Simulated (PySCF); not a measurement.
## How methods differ on the ionisation energy of W⁺

W⁺ [Xe] 4f14 5d4 6s1 (6D) → W²⁺ [Xe] 4f14 5d4 (5D), as a difference of total energies. Computed with PySCF 2.14 in aug-cc-pVTZ-PP with ECP60MDF (6s6p5d3f2g, 88 functions), with a scalar-relativistic core potential. Correlated levels: valence: 5s2 5p6 frozen. The calculations carry no spin-orbit coupling.

```tsv
method	ionisation energy (eV)
UHF	14.995
LDA	16.582
PBE	16.305
PBE0	16.066
r2SCAN	16.348
BP86	16.431
B2PLYP	15.716
M06	15.636
TPSSh	16.011
MP2 (valence)	15.495
SCS-MP2 (valence)	15.162
```

**Question.** How much does correlation contribute at MP2 (valence)?

**Answer.** 15.495 − (14.995) = 0.500 eV, measured against UHF.

The reference lies between the lowest fine-structure levels, while these numbers refer to the centres of the terms.

Errors of the correlated levels include the incompleteness of this basis and the frozen core.

For comparison: 16.37 ± 0.15 eV (semi-empirical (NIST evaluation); NIST Atomic Spectra Database, ionization energies).
